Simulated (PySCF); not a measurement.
C₃H₄F₂Si, SMILES C#CC(F)(F)[SiH3]. Atoms are numbered in the order given.

```xyz
10

C      0.9391     2.3756     0.0000
C      0.2894     1.3552     0.0000
C     -0.3942     0.0632     0.0000
F     -1.1995    -0.0365    -1.0963
F     -1.1995    -0.0365     1.0963
Si     0.8367    -1.4312     0.0000
H      1.5006     3.2926     0.0000
H      1.6762    -1.3433    -1.2269
H      0.0188    -2.6757     0.0000
H      1.6762    -1.3433     1.2269
```
Charge 0, spin multiplicity 1.

Coordinates come from a PBE0-D3(BJ)/def2-SVP optimisation. This is a generated structure with no PubChem entry under its InChIKey; it may be hypothetical.

These are PySCF 2.14.0 with TDDFT-PBE/def2-SVPD values and carry that method's errors.

Vertical excitations. Isolated molecule, no solvent. State labels are in the subgroup Cs.

| state | symmetry | energy (eV) | λ (nm) | f | main pairs |
|---|---|---|---|---|---|
| S1 | A" | 5.88 | 211 | 0.002 | HOMO→LUMO 98 % |
| S2 | A' | 6.13 | 202 | 0.055 | HOMO→LUMO+1 76 %, HOMO−1→LUMO 22 % |
| S3 | A" | 6.32 | 196 | 0.001 | HOMO−1→LUMO+1 97 % |
| S4 | A' | 6.70 | 185 | 0.040 | HOMO−2→LUMO+1 57 %, HOMO−1→LUMO 27 %, HOMO→LUMO+2 10 % |
| S5 | A" | 6.73 | 184 | 0.000 | HOMO−2→LUMO 97 % |
| S6 | A' | 6.87 | 181 | 0.002 | HOMO→LUMO+2 76 %, HOMO−2→LUMO+1 19 % |
| S7 | A" | 7.21 | 172 | 0.005 | HOMO−1→LUMO+2 100 % |
| S8 | A' | 7.30 | 170 | 0.054 | HOMO→LUMO+3 90 % |
| S9 | A' | 7.45 | 167 | 0.073 | HOMO−3→LUMO 50 %, HOMO−2→LUMO+2 21 %, HOMO−1→LUMO 8 % |
| S10 | A" | 7.48 | 166 | 0.001 | HOMO−3→LUMO+1 91 % |
| T1 | A' | 5.01 | 247 | 0 | HOMO→LUMO+1 56 %, HOMO−1→LUMO 31 % |
| T2 | A" | 5.35 | 232 | 0 | HOMO→LUMO 78 %, HOMO−1→LUMO+1 18 % |
| T3 | A' | 5.41 | 229 | 0 | HOMO−1→LUMO 64 %, HOMO→LUMO+1 33 % |
| T4 | A" | 5.96 | 208 | 0 | HOMO−1→LUMO+1 64 %, HOMO→LUMO 22 %, HOMO−2→LUMO 13 % |
Triplets are in the Tamm–Dancoff approximation, which puts them higher than full response would, so one can lie above its singlet here.
